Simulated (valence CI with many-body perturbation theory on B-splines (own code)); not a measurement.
The numbers below are computed, except where a source is named.
A CI+MBPT run for Os71+

Method: relativistic CI+MBPT: three valence electrons over a frozen Dirac-Fock core [He], a basis of 6 s, 6 p, 5 d, 3 f, 1 g functions for each j, with the one-electron correlation potential Σ1 (screened to all orders), the two-electron term Σ2, the three-electron term Σ3, Breit, model QED; selected single and double excitations, second order for the rest, scaled by the run's own slope (own B-spline code, finite nucleus).

Command, and the settings that its task file holds:

```sh
python run_cv.py task.json out
```

```
atom Os  Z=76  mass_number=192  rms_radius_fm=5.4126
core [He]
valence 2s2 2p1
avg = 1
basis = S
breit = 1
cap = 20000
capref = 1200
cscale = 1
de = 0.0
dress = 0
eps = 2e-08
extrap = 1
h = 0.27
hh = 1
l2 = 3
lcore = 6
maxit = 60
n2 = 5
natural = 1
nlev = 30
nno = [3, 3, 3, 2, 1]
nroot = 26
nsp = [3, 3, 2, 1, 0]
pt2 = 1
qed = 1
rpa = 1
s1 = 1
s2 = 1
s3 = 1
screen = 1
tol = 2e-05
whole = 1
```

It took 6 s on 1 thread of Intel(R) Xeon(R) Platinum 8488C (Sapphire Rapids) (shared host).

Log. The first blocks belong to the next ion, which gives the ionisation energy. Fields: 2J, parity (1 odd), roots, reference size, generating configurations, candidates as configurations/state functions, variational space P, stored matrix elements, Davidson steps; e2 is the range of second-order energies in hartree. The first line gives the box (bohr), its intervals, the orbitals and the steps of their self-consistent field. Window is the range of levels sought, series limit the energy at which the first omitted orbital would enter, core excitation an estimate of the first excitation out of the core, left out the lowest levels not solved, and shifts from estimates the range by which levels moved from their first estimate, all in cm⁻¹.

```
rmax 0.8 intervals 52 orbitals 36 references ['2s2 2p', '2s 2p2', '2p3'] scf 2 t 0.4
2J=0 par=0 roots 2 ref 15 generators 2 cand 92/92 P 106/106 nnz 0 it 0
2J=0 par=0 roots 2 ref 15 generators 3 cand 1/1 P 107/107 nnz 0 it 0
   second order: generators 3 cand 0/0 e2 -0.00000 -0.00000
2J=0 par=1 roots 2 ref 11 generators 2 cand 73/73 P 84/84 nnz 0 it 0
   second order: generators 5 cand 0/0 e2 -0.00000 -0.00000
2J=2 par=1 roots 2 ref 28 generators 2 cand 188/188 P 214/214 nnz 0 it 0
2J=2 par=1 roots 2 ref 28 generators 2 cand 2/2 P 216/216 nnz 0 it 0
   second order: generators 2 cand 0/0 e2 -0.00000 -0.00000
reference levels 291, estimated 219, window 97795164 1/cm; series limit 124802854, core excitation 504659071
2J=1 par=1 roots 8 ref 32 generators 8 cand 104/138 P 1774/2581 nnz 8.3e+05 it 3
2J=1 par=1 roots 8 ref 32 generators 11 cand 121/159 P 1784/2600 nnz 8.4e+05 it 4
   second order: generators 14 cand 228/337 e2 -0.00000 -0.00000
2J=1 par=0 roots 9 ref 34 generators 10 cand 143/189 P 1773/2611 nnz 8.5e+05 it 4
2J=1 par=0 roots 9 ref 34 generators 12 cand 151/191 P 1789/2636 nnz 8.7e+05 it 4
   second order: generators 14 cand 198/264 e2 -0.00000 -0.00000
2J=3 par=1 roots 11 ref 47 generators 13 cand 859/1763 P 1751/3535 nnz 1.6e+06 it 5
2J=3 par=1 roots 11 ref 47 generators 15 cand 454/864 P 1787/3622 nnz 1.7e+06 it 4
   second order: generators 16 cand 418/777 e2 -0.00000 -0.00000
2J=3 par=0 roots 9 ref 45 generators 9 cand 713/1363 P 1677/3352 nnz 1.4e+06 it 4
2J=3 par=0 roots 9 ref 45 generators 10 cand 362/646 P 1705/3420 nnz 1.5e+06 it 3
   second order: generators 13 cand 484/956 e2 -0.00000 -0.00000
2J=5 par=0 roots 6 ref 39 generators 8 cand 868/1875 P 1600/3439 nnz 1.5e+06 it 4
2J=5 par=0 roots 6 ref 39 generators 10 cand 595/1320 P 1659/3562 nnz 1.7e+06 it 4
   second order: generators 10 cand 536/1197 e2 -0.00000 -0.00000
2J=5 par=1 roots 5 ref 36 generators 5 cand 716/1660 P 1632/3536 nnz 1.7e+06 it 4
2J=5 par=1 roots 5 ref 36 generators 8 cand 553/1210 P 1678/3659 nnz 1.8e+06 it 4
   second order: generators 9 cand 507/1087 e2 -0.00000 -0.00000
2J=7 par=1 roots 2 ref 21 generators 3 cand 431/1005 P 1310/2950 nnz 1.3e+06 it 3
2J=7 par=1 roots 2 ref 21 generators 4 cand 339/798 P 1374/3097 nnz 1.4e+06 it 3
   second order: generators 4 cand 275/651 e2 -0.00000 -0.00000
left out: unestimated 142011269, estimated 107076501, shifts from estimates -0 to 10
operators 0.1
```

The Davidson iterations converged.

The last digits are not significant, and no measured levels were compared; by estimate large intervals hold to a few tenths of a per cent, small ones and those within an open d or f shell to about a per cent.

| Item | Value |
| --- | --- |
| Valence energy | -2260.995 hartree |
| Ionisation energy | 20023 eV (NIST: 20030 ± 60 eV (theoretical)) |
| Reference configurations for the orbitals | 2s2 2p, 2s 2p2, 2p3 |
| Radial orbitals | 36 |
| Box radius | 0.8107 bohr |
| Largest variational space | 3659 |
| Lowest levels | (2s^2 2p1/2) J=1/2 0.00, (2s 2p1/2^2) J=1/2 2292.3, (2s^2 2p3/2) J=3/2 13334, (2s 2p1/2 2p3/2) J=3/2 [a] 14952, (2s 2p1/2 2p3/2) J=5/2 15285, (2s 2p1/2 2p3/2) J=1/2 15897, (2s 2p1/2 2p3/2) J=3/2 [b] 15913, (2p1/2^2 2p3/2) J=3/2 18285, (2s 2p3/2^2) J=5/2 28429, (2s 2p3/2^2) J=1/2 29346, (2s 2p3/2^2) J=3/2 29351, (2p1/2 2p3/2^2) J=3/2 31203, (2p1/2 2p3/2^2) J=5/2 31386, (2p1/2 2p3/2^2) J=1/2 31873 × 10³ cm⁻¹ |

Levels are named by their leading jj configuration (3d3/2^4 stands for four electrons in 3d with j = 3/2), which in mixed levels can hold well under half, so a name can repeat and another be missing. Letters in brackets count levels of one name in rising energy.
